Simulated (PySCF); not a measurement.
# Reading the logs of faulty runs: AlCGeH9Si

All numbers below are calculated, not measured. They come from PySCF 2.14.0, an open-source quantum chemistry program, on an isolated molecule that a program drew, which may never have been made. The molecule is AlCGeH9Si (charge 0, singlet), drawn as the SMILES string `C[SiH2][GeH2][AlH2]`.

Each row is a Hartree-Fock (HF) and frozen-core CCSD(T) single point in the cc-pV(D+d)Z basis, meant for a local HF minimum. Run 1 is clean. Each other run has one planted mistake out of seven kinds, and not every kind appears here: one electron removed, one electron added, multiplicity raised by two, geometry at a saddle point, minimal basis STO-3G, one bond length entered in bohr, all coordinates scaled. The reference is restricted for singlets and unrestricted otherwise, and also for a bond in bohr. Adding or removing an electron swaps singlet and doublet. Electrons count all cores. HOMO and LUMO are orbital energies over both spins, the gradient is its largest component, and the lowest frequency (negative if imaginary) is given only where the gradient is small. Bond lengths are over the 12 bonds as drawn. T1 is the CCSD diagnostic: over 0.02 (restricted) or 0.045 (unrestricted) a single reference is doubtful. Germanium has the cc-pVDZ-PP basis, with a core potential (ECP10MDF) in place of its 10 inner electrons, and its 3s, 3p and 3d shells are frozen in CCSD(T).

Geometry of the clean run:
```xyz
13
AlCGeH9Si, angstrom
C    -1.9405   -1.2644   -0.0929
Si   -2.5933    0.2935    0.7490
Ge   -0.8104    1.8309    1.2802
Al    0.3733    2.7758   -0.7157
H    -1.2360   -1.7905    0.5564
H    -2.7617   -1.9475   -0.3262
H    -1.4250   -1.0240   -1.0266
H    -3.3204   -0.0726    1.9905
H    -3.5592    0.9777   -0.1511
H     0.2052    1.0606    2.1513
H    -1.3803    2.9491    2.1721
H     0.4392    4.3334   -0.9836
H     1.0615    1.7957   -1.7521
```

| run | electrons | basis functions | <S^2> | HOMO (eV) | LUMO (eV) | gradient (hartree/bohr) | lowest frequency (cm^-1) | mean bond (Å) | longest bond (Å) | T1 | HF (hartree) | CCSD(T) (hartree) | mistake |
|---|---|---|---|---|---|---|---|---|---|---|---|---|---|
| 1 | 74 | 128 | 0.000 | -9.43 | 0.70 | 1.6e-05 | 40 | 1.6089 | 2.505 | 0.0116 | -867.34321 | -867.84507 | no fault |
| 2 | 75 | 128 | 0.767 | -0.42 | 6.58 | 1.5e-02 | - | 1.6089 | 2.505 | 0.0126 | -867.33755 | -867.85549 | one electron added |
| 3 | 74 | 128 | 0.802 | -8.53 | 0.65 | 7.9e-03 | - | 1.7191 | 2.810 | 0.0446 | -867.23282 | -867.72607 | ? |
| 4 | 74 | 128 | 2.018 | -5.64 | -2.07 | 3.9e-02 | - | 1.6089 | 2.505 | 0.0183 | -867.21564 | -867.71217 | ? |

**Which mistake was planted in run 3, and what did it cost?**

The mean bond changes by a factor of 1.068 and the longest by 1.122, so the molecule wasn't scaled as a whole. A length L in bohr read as angstrom grows by (1/0.5292 - 1) L = 0.890 L. The 12 bonds together grew by 12 x 0.1102 = 1.322 Å, which gives L = 1.486 Å. That is the length of one of the H-Si bonds, 1.487 Å in the clean geometry. So the mistake is: one bond length entered in bohr. Subtracting run 1 and multiplying by 627.51 kcal/mol a hartree, the energy moved by 69.3 kcal/mol in HF and 74.7 kcal/mol in CCSD(T).

**Which mistake was planted in run 4, and what did it cost?**

Electrons, basis and geometry are unchanged, and <S^2> is 2.018, beside S(S+1) = 2.00 for a multiplicity of 3. So the mistake is: multiplicity raised by two. Subtracting run 1 and multiplying by 627.51 kcal/mol a hartree, the energy moved by 80.1 kcal/mol in HF and 83.4 kcal/mol in CCSD(T).

